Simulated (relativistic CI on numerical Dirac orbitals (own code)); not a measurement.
# Hyperfine structure of S4+, mass number 33

Computed by Dirac-Coulomb-Breit CI, orbitals from a KLI potential per configuration, model QED (radiative potential, 1s self-energy scaled to tabulated hydrogen-like ionisation energies), valence Slater integrals scaled by 0.85, P86 correlation energy added to each configuration (own radial code, finite nucleus).

Configuration list (outside the closed core [Ne]): 3s2, 3s 3p, 3p2, 3s 3d, 3d2, 3p 3d, 3p 4s, 3s 4s, 3s 4p, 3s 4d, 3s 4f, 3d 4s, 3s 5s, 3s 5p, 3s 5d, 4s2. Levels of other configurations are missing.

Nuclear spin I = 3/2, μ = 0.64325 μN, Q = -0.0694 b (tables of Stone and Pyykkö). The electronic factors are computed for point nuclear moments, without core polarisation; leaving it out makes A of s and p electrons in near-neutral atoms 20 to 40 % too small, and it can dominate for d and f shells.

```
      Level  E (cm⁻¹)  A (MHz)  B (MHz)
3s 3p 3P°_1   82006.7     1531     31.7
3s 3p 3P°_2   82749.6     1249    -62.7
3s 3p 1P°_1  123786.6    312.6    -57.1
   3p2 1D_2  194023.5    314.8    -95.4
   3p2 3P_1  199546.1   -5.612    -30.7
   3p2 3P_2  200308.6    221.9     61.2
 3s 3d 3D_2  235103.3    397.3    -3.29
 3s 3d 3D_1  235104.1    -1048     -2.3
```

Levels with J = 0, under 50 % of one LS term, or S terms without an open s electron are left out. Small factors come from cancelling terms and can be off by tens of per cent or more.

At this charge configurations can still be misplaced by up to about 7 % of their energy. 48 of the 69 excited levels that our extract of the measured tables holds in this range could be paired (the sources list more); they are missed by 1149 cm⁻¹ on average and 4038 at most, and levels without a partner can miss by more.

(1) Give the hyperfine levels of 3s 3p 3P°_1 relative to its centre of gravity.

Answers

(1) With K = F(F + 1) − I(I + 1) − J(J + 1), E = AK/2 + B[¾K(K + 1) − I(I + 1)J(J + 1)]/[2I(2I − 1)J(2J − 1)]: F = 1/2: -3789, F = 3/2: -1563, F = 5/2: 2305 MHz.
